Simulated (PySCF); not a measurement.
Se(Cl)2 anion (Cl₂Se), SMILES Cl[Se]Cl (connectivity only; charge and spin as stated), charge -1, multiplicity 2.

The structure is a stationary point at B3LYP-D3(BJ)/def2-SVPD. The spin state was assumed, not searched. The isomer is the one that the SMILES or the coordinates give; other isomers of the formula were not compared.

These are PBE/def2-TZVPD run with PySCF values and carry that method's errors.

Gas-phase values at a fixed geometry.

Computed frontier levels, dipole moment and polarisability:
```yaml
"α spin, highest occupied and lowest empty level": -0.85 and 1.82 eV
"β spin, highest occupied and lowest empty level": -0.63 and -0.47 eV
dipole_moment_about_the_centre_of_nuclear_charge: 0.33 D
mean_static_polarisability: 97.7 bohr³ (14.47 Å³)
polarisability_principal_values: 61.3, 66.4, 165.3 bohr³
"⟨S²⟩": 0.752 (pure state 0.75)
```
